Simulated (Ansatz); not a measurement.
A calculation with Ansatz (development build ahead of 0.2.0).

```yaml
crystal:
  periodic: [false, false, false]
  atoms:
    - { symbol: Si, position_ang: [-0.00177, -0.00961, 0.00211] }
    - { symbol: F, position_ang: [0.9229, 0.91266, 0.9095] }
    - { symbol: F, position_ang: [0.91472, -0.91993, -0.92487] }
    - { symbol: F, position_ang: [-0.90907, 0.92293, -0.91781] }
    - { symbol: F, position_ang: [-0.91413, -0.90709, 0.91124] }
basis:
  gaussian: { orbitals: STO-3G }
hamiltonian:
  xc: hf
correlation:
  method: mp2
  frozen_orbitals: { F: 1, Si: 5 }
```

The input is written out in the form of the current development build from the run's settings.

Output:

```yaml
Converged: yes
Reference_energy: -677.84670 hartree
Correlation_energy: -0.08801 hartree
Total_energy: -677.93471 hartree
Spin_squared_of_the_determinant: 0.000
```
